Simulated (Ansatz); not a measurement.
`N[SiH2][CH2][GaH2]`, charge 0, multiplicity 1.

Problem. Give a relaxed structure at PBE0-D4/def2-TZVP (Ansatz 0.2.0). (Estimate.)

Solution. Computed: 
Cartesian coordinates in Å:
```
N -0.3048 -1.2059 1.9729
Si 0.4005 -0.0972 0.8589
C -0.4829 -0.1539 -0.7763
Ga 0.0471 1.2872 -2.0042
H -0.3751 -2.1816 1.7304
H -0.1160 -1.0987 2.9572
H 0.2887 1.2442 1.4985
H 1.8557 -0.3212 0.5876
H -1.5584 -0.0866 -0.5865
H -0.2631 -1.1155 -1.2524
H -0.7538 2.6392 -2.0049
H 1.2622 1.0900 -2.9812
```
This is one stationary point; other conformers may exist.
